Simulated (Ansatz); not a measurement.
Abridged output of a molecular run in Ansatz:

```
Functional definition: HF
1372 factors; integrals over basis functions are off by at most 1.3e-3 eV
mean field evaluation 1: about -14565.9079 eV, gradient 4.5e1 eV
mean field evaluation 2: about -14565.9971 eV, gradient 4.5e1 eV
mean field evaluation 4: about -14570.4761 eV, gradient 3.8e0 eV
mean field evaluation 8: about -14570.5257 eV, gradient 2.0e-1 eV
mean field -14570.52591522 eV, -535.4569511273 hartree, gradient 1.2e-6 eV, S^2 0.000000; 0 other end points of the search recorded, 0 dependent functions left out
10 core orbitals not correlated: weight in the atoms' cores, before any rotation towards them, 1.000 or more for the frozen orbitals, at most 0.000 for the correlated occupied ones
reference -14570.52591522 eV, -535.4569511273 hartree; 19, 19 occupied and 109, 109 virtual orbitals, 1372 factors
second order -24.08670749 eV of doubles, -0.00000000 eV of singles
cycle   1  -25.13864119 eV  change    -1.1e0 eV  update   9.9e-2
cycle   2  -25.69883668 eV  change   -5.6e-1 eV  update   2.8e-2
cycle   3  -25.83119800 eV  change   -1.3e-1 eV  update   1.4e-2
cycle   4  -25.83215947 eV  change   -9.6e-4 eV  update   2.9e-3
cycle   5  -25.83140533 eV  change    7.5e-4 eV  update   1.1e-3
cycle   6  -25.83160243 eV  change   -2.0e-4 eV  update   3.2e-4
cycle   7  -25.83153361 eV  change    6.9e-5 eV  update   1.2e-4
cycle   8  -25.83149534 eV  change    3.8e-5 eV  update   3.6e-5
perturbative correction -0.57038461 eV, -0.0209612479 hartree
Total energy: -14596.92779517 eV, -536.4272023195 hartree
```

Its atoms:

```xyz
16

C     1.063    0.368   -1.863
O     0.312   -0.658   -1.209
Al   -0.307   -0.606    0.684
C     0.921    0.671    1.527
C    -2.224   -0.245    0.573
F     0.145   -2.231    0.814
H     0.484    1.284   -1.775
H     2.034    0.506   -1.385
H     1.185    0.117   -2.917
H     0.750   -1.517   -1.276
H     0.801    1.690    1.143
H     1.974    0.395    1.409
H     0.734    0.728    2.605
H    -2.431    0.743    0.149
H    -2.748   -0.983   -0.043
H    -2.692   -0.263    1.563
```

Which basis set was used?
A. def2-TZVPPD
B. def2-SVPD
C. def2-SVP
D. cc-pV(Q+d)Z

C. It gives 138 functions.

Write the keys of the input that set method, charge and spin (a neutral closed shell needs none for the last two).


```yaml
correlation: {method: ccsd_t}
```
